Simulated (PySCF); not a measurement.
Species: C₅H₆Cl₂O.
Cartesian coordinates in Å at the PBE0-D3(BJ)/def2-SVP level; atoms count from 1:
```xyz
14
C5H6Cl2O angstrom
C      2.5046    0.6242   -0.9666
C      1.5366    0.2549   -0.1334
O      0.2387    0.6092   -0.3383
C     -0.7445   -0.2191    0.0939
C     -0.6330   -1.5386    0.2576
C     -1.9699    0.6081    0.3641
Cl    -3.4455   -0.3484    0.5254
Cl    -1.6955    1.6143    1.8182
H      3.5417    0.3854   -0.7302
H      2.2823    1.1813   -1.8787
H      1.7109   -0.3123    0.7890
H      0.2912   -2.0634    0.0122
H     -1.4858   -2.1100    0.6200
H     -2.1205    1.3129   -0.4635
```

Linear response at CAM-B3LYP/def2-SVPD (PySCF, frozen core in the response, non-relativistic).

Static isotropic polarisability: 95.35 au (14.13 Å³), principal values 74.8, 92.8, 118.5 au.

**Question.** What is the polarisability at 1064 nm and at the sodium D line?

**Answer.** 96.33 au at 1064 nm (+1.0 %), 98.70 au at 589.3 nm (+3.5 %). The rise at 589.3 nm is 3.42 times that at 1064 nm; a pure ω² law gives 3.26. The lowest singlet lies at 211 nm, shorter than both wavelengths.

**Question.** What is the isotropic C6 coefficient between two such molecules, C6 = (3/π)∫α(iω)² dω?

**Answer.** 3584 au (Eh·bohr⁶) by a ten-point quadrature over imaginary frequencies, which is 2140 eV·Å⁶ or 207 J·nm⁶/mol.

**Question.** Which effective excitation energy ω̄ makes London's formula C6 = (3/4)α²ω̄ exact here?

**Answer.** ω̄ = 4·C6/(3α²) = 0.526 Eh = 14.3 eV. A one-pole form α(ω) = α/(1 − ω²/ω̄²) fitted to the 1064 nm value gives 11.5 eV.

**Question.** The lowest 6 singlets have (eV, f): 5.89, 0.176; 6.60, 0.211; 6.72, 0.017; 6.78, 0.040; 6.82, 0.024; 7.00, 0.046. What share of the static polarisability do they carry in the sum over states α = Σ f/ω²?

**Answer.** 9.36 au, 9.8 % of α; the largest term, 3.77 au, is that of the state at 5.89 eV. Their oscillator strengths add up to 0.51. Higher states carry the rest.

**Question.** What molar refraction at the D line follows from R = (4π/3)·N_A·α′, with α′ the polarisability volume?

**Answer.** α′ = 14.63 Å³ gives R = 36.90 cm³/mol, for isolated, non-vibrating species.

**Question.** What three-body coefficient follows from the one-pole estimate C9 = (3/4)·α·C6?

**Answer.** 256000 au. This is an estimate from the two numbers above, not a computed integral.

One conformer stands for the species.
